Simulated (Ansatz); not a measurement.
`NCOC[SiH3]` + `O[Si]F` → `F[Si]O[SiH3]` + `COCN`  (ligand exchange at the Si–C bond)

Computed with Ansatz on PBE0-D4/def2-TZVP structures; ΔE is electronic, products minus reactants. CCSD(T)/CBS is the MP2 limit (def2-TZVPP, def2-QZVPP) plus CCSD(T) − MP2 in def2-TZVPP, frozen cores. This one scheme is used for every species. DFT in def2-TZVPP. B3LYP here is the variant with VWN-RPA as its local correlation; programs differ in this. One conformer a species, not always the lowest.

`NCOC[SiH3]`:

```xyz
14

N    -1.438   -1.417    0.876
C    -1.617   -0.351   -0.070
O    -0.561    0.575   -0.028
C     0.682    0.029   -0.420
Si    2.020    1.328   -0.158
H    -1.796   -1.193    1.793
H    -1.832   -2.291    0.563
H    -1.686   -0.794   -1.074
H    -2.512    0.255    0.106
H     0.654   -0.275   -1.480
H     0.913   -0.870    0.165
H     2.115    1.694    1.279
H     3.323    0.758   -0.600
H     1.736    2.551   -0.953
```

`O[Si]F`:

Cartesian coordinates in Å:
```
O -0.161 0.894 -0.382
Si 0.349 -0.609 -0.781
F 0.237 -1.379 0.640
H -0.424 1.093 0.523
```

`F[Si]O[SiH3]`:

```xyz
7

F    -1.049    2.280    0.214
Si   -0.606    1.768   -1.255
O     0.004    0.293   -0.926
Si    0.337   -0.834    0.242
H     0.944   -2.009   -0.426
H     1.288   -0.265    1.228
H    -0.918   -1.233    0.923
```

`COCN`:

Cartesian coordinates in Å:
```
C -0.437 0.098 1.376
O -1.027 0.132 0.106
C -0.112 0.412 -0.936
N 0.839 -0.605 -1.252
H 0.102 1.032 1.593
H -1.237 -0.022 2.106
H 0.262 -0.741 1.491
H -0.739 0.595 -1.810
H 0.439 1.333 -0.698
H 0.388 -1.487 -1.455
H 1.522 -0.746 -0.521
```

```csv
level,ΔE (kcal/mol),difference from CCSD(T)/CBS
r2SCAN-D4,-28.1,0.3
B3LYP-D4,-29.0,-0.6
ωB97X-V,-28.0,0.4
ωB97M-V,-27.7,0.7
B2PLYP,-29.4,-1.0
PBE,-25.1,3.3
r2SCAN,-28.2,0.2
PBE0,-26.5,1.9
B3LYP,-29.0,-0.6
SCS-MP2/def2-TZVPP,-30.2,-1.8
CCSD/def2-TZVPP,-29.4,-1.0
CCSD(T)/def2-TZVPP,-28.7,-0.3
MP2/def2-QZVPP,-29.2,-0.8
SCS-MP2/def2-QZVPP,-30.2,-1.8
MP2/CBS(def2),-28.9,-0.5
CCSD/CBS(def2),-29.0,-0.6
CCSD(T)/CBS,-28.4,0
```

Largest T1 diagnostic among the species: 0.015.

From PBE to PBE0 (25 % exact exchange), in def2-TZVPP and without D4, ΔE moves by −1.4 kcal/mol. In def2-TZVPP, CCSD(T) changes the Hartree–Fock value by +5.1 kcal/mol (the triples alone add +0.6 kcal/mol) and MP2 by +4.6 kcal/mol.
